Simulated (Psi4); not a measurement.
Interaction energy of BBr3 ··· H3N (SMILES BrB(Br)Br and N). Monomers: optimised at B3LYP-D3(BJ) (def2-TZVP), held rigid. Orientation: a higher rigid-body minimum at GFN2-xTB. Only R, the distance of the centres of mass, is varied, so the lowest point isn't the relaxed dimer.

Geometry at R = 2.71 Å (first 4 atoms: monomer A):
```
8

B     -0.0002     0.0001     0.0002
Br    -1.5209    -1.1474    -0.0933
Br    -0.0291     1.6952    -0.8736
Br     1.5502    -0.5478     0.9667
N      1.2636    -0.9965    -2.0937
H      1.6840    -1.8923    -1.8739
H      0.8043    -1.0910    -2.9923
H      2.0178    -0.3292    -2.2088
```

Method: SAPT0/jun-cc-pVDZ, frozen core in Psi4.

Components in kcal/mol:

```tsv
R / Å	electrostatics	exchange	induction	dispersion	total
2.34	-39.84	62.81	-15.93	-10.31	-3.27
2.48	-29.10	43.93	-10.48	-8.12	-3.76
2.71	-17.54	24.09	-5.33	-5.53	-4.31
2.89	-11.94	14.88	-3.22	-4.13	-4.41
3.13	-7.31	7.72	-1.71	-2.82	-4.12
3.44	-4.05	3.24	-0.81	-1.75	-3.37
3.69	-2.62	1.59	-0.47	-1.20	-2.71
4.24	-1.15	0.32	-0.17	-0.55	-1.55
4.93	-0.50	0.04	-0.06	-0.23	-0.75
5.93	-0.19	0.00	-0.02	-0.08	-0.29
7.17	-0.07	0.00	-0.01	-0.03	-0.10
```
